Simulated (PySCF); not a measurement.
A run for PySCF: R-HF/STO-3G on FH3SSi (SMILES F[SiH2]S), a point of a torsion scan.

```python
from pyscf import gto, scf, dft, mp
from pyscf.data.elements import chemcore

mol = gto.M(
    atom='''
    F    -1.27801578    1.26554106   -0.29924633
    Si   -0.53396360   -0.10062216    0.06529420
    S     1.46894585    0.46810444    0.55700614
    H    -1.21089784   -0.63444747    1.22848792
    H    -0.55267443   -0.90701742   -1.13720679
    H     1.90039171   -0.75758358    0.81833249
    ''',
    basis='sto-3g',
    charge=0, spin=0, verbose=3, max_memory=1800)
mf = scf.RHF(mol)
mf.conv_tol = 1e-8
mf.max_cycle = 100
mf.kernel()
if not mf.converged:
    mf = mf.newton().run(mf.mo_coeff, mf.mo_occ)
```

Program output:

```
converged SCF energy = -778.587911895065
```

Self-consistency was reached.

Cost: roughly 0.17 core-seconds.
